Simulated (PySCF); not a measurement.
H3NSe, SMILES N[SeH].

Geometry: PBE0-D3(BJ)/def2-TZVP.

Computed with PBE0/def2-TZVPD run with PySCF.

Symmetry labels are those of the subgroup Cs that the program uses (full group Cs).

Problem. List the valence orbital energies around the gap with their symmetry. (Estimate from the structure and the level; the computed values follow.)

Solution. 
| orbital | symmetry | energy (eV) |
|---|---|---|
| HOMO−7 | A' | -58.40 |
| HOMO−6 | A' | -24.75 |
| HOMO−5 | A' | -18.86 |
| HOMO−4 | A" | -14.09 |
| HOMO−3 | A' | -12.59 |
| HOMO−2 | A' | -9.92 |
| HOMO−1 | A' | -7.97 |
| HOMO | A" | -6.79 |
| LUMO | A' | -0.70 |
| LUMO+1 | A' | 0.08 |
| LUMO+2 | A" | 0.99 |
| LUMO+3 | A' | 1.07 |
